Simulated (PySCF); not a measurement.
**Radial density of K³⁺ (potassium, charge +3)**

TPSS, [Ne] 3s2 3p4, high-spin 3P determinant. All numbers are calculated (PySCF 2.14, scalar relativity by spin-free X2C-1e, in jorge-DZP-DKH).

```csv
r (bohr),4πr²ρ (e/bohr),4πr²(ρα − ρβ)
0.00128,0.1165,0.0000
0.00215,0.2993,0.0000
0.00362,0.7599,0.0000
0.00609,1.874,0.0000
0.0102,4.371,0.0000
0.0172,9.223,0.0006
0.0290,16.41,0.0049
0.0488,21.98,0.0284
0.0820,19.64,0.1227
0.138,15.76,0.3457
0.232,21.80,0.4524
0.390,17.26,0.0470
0.656,5.300,0.5800
1.10,5.661,1.8387
1.86,1.839,0.6142
3.12,0.08817,0.0364
5.25,0.0006401,0.0003
8.84,0.0001500,0.0001
```

Densities and radii are taken from the X2C orbitals without a picture-change correction, which distorts them close to the nucleus.
